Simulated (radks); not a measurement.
Effect of the nuclear size on the praseodymium ion Pr2+, [Xe] 4f3. Calculated with a radial shooting solver on a logarithmic mesh with Libxc functionals: Dirac Kohn-Sham, BLYP, spin-unpolarised, spherical densities, finite nucleus; open shells are shared between the two j in proportion to 2j + 1; Fermi nuclear charge, rms radius 4.8919 fm. The rms radius is varied about that value; shifts are against it.

| rms radius (fm) | total energy shift (eV) | density at nucleus (e/bohr^3) | 1s1/2 shift (meV) | 2s1/2 shift (meV) | 4p1/2 shift (meV) | 5s1/2 shift (meV) | 5p1/2 shift (meV) | 4f7/2 shift (meV) | 6s1/2 (empty) shift (meV) |
|---|---|---|---|---|---|---|---|---|---|
| 4.0114 | -3.84 | 4.353e+05 | -1590 | -197 | 0.364 | -1.54 | 0.076 | 0.199 | -0.245 |
| 4.4418 | -2.04 | 4.258e+05 | -846 | -104 | 0.193 | -0.815 | 0.040 | 0.106 | -0.130 |
| 4.8919 | 0 | 4.17e+05 | 0.000 | 0.000 | 0.000 | 0.000 | 0.000 | 0.000 | 0.000 |
| 5.1561 | 1.27 | 4.123e+05 | 526 | 64.9 | -0.120 | 0.507 | -0.025 | -0.066 | 0.081 |
| 5.8116 | 4.64 | 4.018e+05 | 1930 | 238 | -0.439 | 1.85 | -0.092 | -0.241 | 0.296 |

Slopes of the eigenvalues against <r^2> in GHz/fm^2, as finite differences over the two radii next to the reference (eigenvalue slopes, not the field-shift constants of lines): 1s1/2 48400, 2s1/2 5970, 4p1/2 -11.1, 5s1/2 46.6, 5p1/2 -2.32, 4f7/2 -6.05, 6s1/2 (empty) 7.43.
